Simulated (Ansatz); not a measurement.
`C[Si](C)(C)C#CC#Cc1ccc(C#Cc2ccc(C#Cc3ccc(C#Cc4ccc(C#C[Si](C)(C)C)cc4)cc3)cc2)cc1`, relaxed as a singlet with RKS PBE-D4/def2-SVP in Ansatz, starting from the GFN2-xTB geometry. Force threshold 0.03 eV/Å.

Single mean-field runs in def2-SVP are fitted with def2-universal-jkfit.

Start:

Cartesian coordinates in Å:
```
C 15.456 8.556 5.284
Si 14.683 9.403 3.761
C 15.869 9.352 2.270
C 14.160 11.192 4.156
C 13.158 8.451 3.311
C 12.157 7.820 3.032
C 11.044 7.118 2.724
C 10.043 6.488 2.451
C 8.886 5.753 2.142
C 8.984 4.408 1.767
C 7.850 3.686 1.471
C 6.589 4.285 1.547
C 5.427 3.537 1.258
C 4.432 2.892 1.021
C 3.272 2.137 0.744
C 2.421 1.744 1.781
C 1.291 1.002 1.511
C 0.983 0.637 0.198
C -0.176 -0.123 -0.079
C -1.166 -0.774 -0.317
C -2.325 -1.534 -0.595
C -3.584 -0.929 -0.580
C -4.714 -1.669 -0.853
C -4.614 -3.031 -1.147
C -5.775 -3.787 -1.429
C -6.771 -4.429 -1.671
C -7.937 -5.173 -1.962
C -8.330 -5.378 -3.287
C -9.472 -6.096 -3.574
C -10.251 -6.630 -2.543
C -11.427 -7.361 -2.838
C -12.437 -7.982 -3.088
Si -13.990 -8.926 -3.483
C -14.536 -8.497 -5.259
C -15.350 -8.431 -2.241
C -13.631 -10.795 -3.346
C -9.854 -6.429 -1.218
C -8.714 -5.709 -0.930
C -3.355 -3.636 -1.161
C -2.224 -2.895 -0.890
C 1.832 1.031 -0.839
C 2.963 1.772 -0.569
C 6.493 5.629 1.918
C 7.626 6.355 2.209
H 15.717 7.525 5.065
H 16.359 9.062 5.612
H 14.762 8.546 6.119
H 16.115 8.330 2.000
H 16.800 9.872 2.478
H 15.419 9.819 1.398
H 13.676 11.654 3.301
H 13.457 11.221 4.982
H 15.011 11.810 4.425
H 9.959 3.945 1.714
H 7.926 2.647 1.184
H 2.657 2.023 2.797
H 0.633 0.696 2.312
H -3.663 0.125 -0.354
H -5.688 -1.201 -0.842
H -7.731 -4.965 -4.087
H -9.774 -6.250 -4.599
H -15.439 -9.034 -5.534
H -13.767 -8.757 -5.982
H -14.740 -7.436 -5.365
H -16.276 -8.964 -2.439
H -15.054 -8.656 -1.221
H -15.566 -7.368 -2.294
H -13.312 -11.064 -2.344
H -14.515 -11.383 -3.578
H -12.847 -11.097 -4.034
H -10.452 -6.842 -0.419
H -8.410 -5.555 0.096
H -3.273 -4.689 -1.388
H -1.249 -3.361 -0.900
H 1.591 0.750 -1.854
H 3.617 2.076 -1.373
H 5.519 6.094 1.972
H 7.552 7.395 2.496
```

```
step  energy (eV)  largest force component (eV/Å)  SCF passes
   1  -59757.7646                           2.633          23
   2  -59758.4444                           0.284          22
   3  -59758.5128                           0.077          23
   4  -59758.5188                           0.072          21
   5  -59758.5261                           0.058          20
   6  -59758.5340                           0.177          20
   7  -59758.5463                           0.164          19
   8  -59758.5670                           0.189          20
   9  -59758.5809                           0.275          20
  10  -59758.6040                           0.211          19
  11  -59758.6321                           0.144          20
  12  -59758.6485                           0.173          20
  13  -59758.6639                           0.106          20
  14  -59758.6760                           0.075          19
  15  -59758.6817                           0.104          20
  16  -59758.6873                           0.042          22
  17  -59758.6903                           0.017          20
  18  -59758.6903                           0.127          20
  19  -59758.6936                           0.026          21
  20  -59758.6945                           0.010          21
  21  -59758.6955                           0.067          19
  22  -59758.6965                           0.023          23
```

Force components are those of the run's own axes.

End:

```xyz
78

C    15.680    8.723    5.296
Si   14.867    9.530    3.792
C    16.029    9.483    2.302
C    14.358   11.307    4.185
C    13.344    8.568    3.372
C    12.321    7.918    3.095
C    11.201    7.207    2.795
C    10.181    6.556    2.523
C     9.015    5.812    2.217
C     9.071    4.704    1.326
C     7.925    3.971    1.030
C     6.672    4.309    1.610
C     5.506    3.557    1.313
C     4.492    2.901    1.058
C     3.326    2.146    0.768
C     2.096    2.426    1.425
C     0.953    1.683    1.145
C     0.985    0.629    0.190
C    -0.181   -0.129   -0.095
C    -1.195   -0.787   -0.342
C    -2.362   -1.543   -0.625
C    -3.522   -1.425    0.189
C    -4.667   -2.167   -0.088
C    -4.708   -3.058   -1.194
C    -5.877   -3.811   -1.479
C    -6.894   -4.464   -1.727
C    -8.066   -5.212   -2.014
C    -8.153   -6.008   -3.188
C    -9.305   -6.738   -3.471
C   -10.421   -6.706   -2.593
C   -11.599   -7.450   -2.884
C   -12.624   -8.095   -3.137
Si  -14.157   -9.054   -3.519
C   -14.704   -8.631   -5.279
C   -15.494   -8.565   -2.275
C   -13.763  -10.898   -3.377
C   -10.335   -5.910   -1.419
C    -9.184   -5.178   -1.136
C    -3.549   -3.175   -2.009
C    -2.402   -2.437   -1.730
C     2.214    0.351   -0.468
C     3.358    1.092   -0.185
C     6.617    5.415    2.502
C     7.762    6.151    2.798
H    15.960    7.672    5.081
H    16.601    9.274    5.580
H    14.995    8.724    6.167
H    16.312    8.441    2.051
H    16.958   10.050    2.519
H    15.551    9.933    1.410
H    13.858   11.779    3.315
H    13.656   11.339    5.042
H    15.249   11.916    4.444
H    10.034    4.434    0.872
H     7.980    3.116    0.340
H     2.058    3.241    2.163
H     0.008    1.907    1.660
H    -3.503   -0.738    1.047
H    -5.557   -2.069    0.550
H    -7.295   -6.041   -3.876
H    -9.361   -7.351   -4.383
H   -15.624   -9.191   -5.546
H   -13.916   -8.894   -6.014
H   -14.918   -7.548   -5.380
H   -16.433   -9.122   -2.473
H   -15.173   -8.790   -1.238
H   -15.716   -7.481   -2.337
H   -13.421  -11.154   -2.354
H   -14.664  -11.506   -3.602
H   -12.964  -11.189   -4.088
H   -11.194   -5.879   -0.731
H    -9.129   -4.566   -0.223
H    -3.569   -3.861   -2.868
H    -1.512   -2.536   -2.367
H     2.252   -0.463   -1.207
H     4.304    0.866   -0.699
H     5.654    5.686    2.957
H     7.707    7.005    3.488
```

By distances, no bond broke or formed. The bond that changes most is C5–C6, from 1.22 to 1.24 Å (atoms count from 1).

The force fell under the threshold at step 17, but the optimiser went on and released 0.006 eV more. No frequencies were taken in this run, so the end may be a saddle point.

Hardware: 5 threads of AMD EPYC 7R13 on a shared host and a share (37 GiB) of an NVIDIA H100 80GB HBM3. Wall time 2.9 min, peak host memory 1.3 GiB.
